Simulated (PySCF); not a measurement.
TlH from Hartree–Fock to correlated methods

State: ¹Σ⁺ (singlet), closed shell. Set-up: PySCF, scalar-relativistic core potentials, basis sets Tl cc-pVDZ-PP with ECP60, H cc-pVDZ. De refers to Tl + H in their high-spin ground configurations, without counterpoise correction. A positive dipole means Tl(−)H(+).

| Level | Re (Å) | ωe (cm⁻¹) | De (eV) | μ (D) | CPU s a point (SCF and correlation, without the integrals) |
| --- | --- | --- | --- | --- | --- |
| RHF | 1.905 | 1427 | 1.60 | -1.11 | 0.016 |
| RHF-MP2 | 1.884 | 1437 | 2.23 | n/a | 0.024 |
| RHF-SCS-MP2 | 1.894 | 1418 | 2.31 | n/a | n/a |
| RHF-CCSD | 1.900 | 1383 | 2.38 | n/a | n/a |
| RHF-CCSD(T) | 1.901 | 1376 | 2.39 | n/a | 0.17 |
| PBE | 1.939 | 1322 | 2.53 | -1.32 | 0.25 |
| PBEsol | 1.923 | 1350 | 2.65 | -1.19 | 0.2 |
| r²SCAN | 1.917 | 1376 | 2.52 | -1.26 | 0.37 |
| TPSSh | 1.923 | 1372 | 2.69 | -1.41 | 0.4 |
| B3LYP | 1.930 | 1349 | 2.58 | -1.32 | 0.28 |
| PBE0 | 1.914 | 1383 | 2.47 | -1.24 | 0.43 |
| LC-ωPBE | 1.880 | 1469 | 2.45 | -1.03 | 0.33 |

The bond length runs from 1.880 Å (LC-ωPBE) to 1.939 Å (PBE). De spans 1.60 eV (RHF, mean field) to 2.69 eV (TPSSh, hybrid meta-GGA). Correlation at CCSD(T) changes the Hartree–Fock bond energy by +0.79 eV; the triples alone change it by +0.01 eV.

Correlated steps freeze 4 core orbitals. Correlated levels converge slowly with the basis: in double zeta they bind strong bonds too weakly, by up to about 1 eV, and carry superposition errors of some tenths. These are scalar-relativistic numbers at best; spin–orbit coupling would shift them, the dissociation energy most. Where the molecule has an RHF reference, its open-shell atoms are computed with UHF.

The whole job (state search and all levels along the bond) took about 0.62 min on 1 thread of Arm Neoverse V1 (shared host), peak memory 0.35 GiB.
